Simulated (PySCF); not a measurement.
Dipole response of Mg⁺ (magnesium, charge +1)

[Ne] 3s1, 2S determinant. All numbers are calculated (PySCF 2.14, scalar relativity by spin-free X2C-1e, in aug-cc-pVQZ-DK (7s6p4d3f2g, 84 functions)). Coupled (time-dependent) response in atomic units; α is the mean over directions.

```json
{"method": "UHF", "mean α (bohr³)": "38.37", "C₆ (like pair)": "176.2", "S(−4)": "1548"}
{"method": "PBE", "mean α (bohr³)": "33.27", "C₆ (like pair)": "142.1", "S(−4)": "1174"}
{"method": "PBE0", "mean α (bohr³)": "34.74", "C₆ (like pair)": "151.6", "S(−4)": "1278"}
{"method": "BHandHLYP", "mean α (bohr³)": "32.23", "C₆ (like pair)": "135.8", "S(−4)": "1096"}
{"method": "M06", "mean α (bohr³)": "43.03", "C₆ (like pair)": "197.9", "S(−4)": "2173"}
```

S(−4) is the Cauchy moment in α(ω) = α(0) + S(−4) ω² + …

α(iu) at UHF:

| u (hartree) | α(iu) (bohr³) |
| --- | --- |
| 0 | 38.37 |
| 0.0500 | 34.86 |
| 0.100 | 27.37 |
| 0.200 | 14.82 |
| 0.300 | 8.513 |
| 0.500 | 3.750 |
| 0.750 | 1.917 |
| 1.00 | 1.214 |
| 1.50 | 0.6687 |
| 2.00 | 0.4503 |
| 3.00 | 0.2586 |
| 5.00 | 0.1202 |

A single London oscillator, α(iu) = α/(1 + u²/ω²), gives C₆ = (3/4) ω α². Matching the computed C₆ needs ω = 4 × 176.2 / (3 × 38.37²) = 0.160 hartree.

For an ion, C₆ is the dispersion term alone; charge-induced terms of lower order in 1/R come first.
